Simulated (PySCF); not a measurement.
# PbBr: a composite coupled-cluster calculation

State: ²Π, doublet, unpaired electrons π ↑. De refers to Pb + Br. ROHF-based CCSD(T) in PySCF 2.14 with Pb cc-pwCVDZ-PP with ECP60, Br aug-cc-pVDZ-PP with ECP10 and Pb cc-pwCVTZ-PP with ECP60, Br aug-cc-pVTZ-PP with ECP10 (frozen core orbitals: 13; scalar-relativistic core potentials). Correlation energies are extrapolated as n⁻³ (n = 2, 3), Hartree–Fock as (n+1)·exp(−9√n).

```json
{"Level": "CCSD(T)/DZ", "Re (Å)": "2.6550", "ωe (cm⁻¹)": "200.9", "ωexe (cm⁻¹)": "0.390", "αe (cm⁻¹)": "0.000118", "De (eV)": "3.077"}
{"Level": "CCSD(T)/TZ", "Re (Å)": "2.6135", "ωe (cm⁻¹)": "211.4", "ωexe (cm⁻¹)": "0.421", "αe (cm⁻¹)": "0.000120", "De (eV)": "3.267"}
{"Level": "HF/CBS", "Re (Å)": "2.6371", "ωe (cm⁻¹)": "204.4", "ωexe (cm⁻¹)": "0.415", "αe (cm⁻¹)": "0.000122", "De (eV)": "2.323"}
{"Level": "MP2/CBS", "Re (Å)": "2.5853", "ωe (cm⁻¹)": "219.7", "ωexe (cm⁻¹)": "0.424", "αe (cm⁻¹)": "0.000119", "De (eV)": "3.429"}
{"Level": "CCSD/CBS", "Re (Å)": "2.6017", "ωe (cm⁻¹)": "214.9", "ωexe (cm⁻¹)": "0.427", "αe (cm⁻¹)": "0.000121", "De (eV)": "3.180"}
{"Level": "CCSD(T)/CBS", "Re (Å)": "2.6027", "ωe (cm⁻¹)": "214.6", "ωexe (cm⁻¹)": "0.428", "αe (cm⁻¹)": "0.000121", "De (eV)": "3.332"}
```

Q: How much is left between CCSD(T)/TZ and the basis-set limit, and how much do the triples give at the limit?

A: CCSD(T)/CBS less CCSD(T)/TZ: -10.8 mÅ in Re, +3.2 cm⁻¹ in ωe and +0.065 eV in De. CCSD(T)/CBS less CCSD/CBS: +1.0 mÅ in Re, -0.3 cm⁻¹ in ωe and +0.152 eV in De.

The T1 diagnostic is 0.016. The state was picked by a PBE0 search and need not be the measured ground state. Spin–orbit coupling, excitations beyond (T) and corrections to the Born–Oppenheimer picture are left out, and spin–orbit coupling matters for open p, d or f shells this heavy.

The whole job (state search and all basis sets along the bond) took about 24 min on 4 threads of Arm Neoverse V2 (shared host), peak memory 12 GiB.
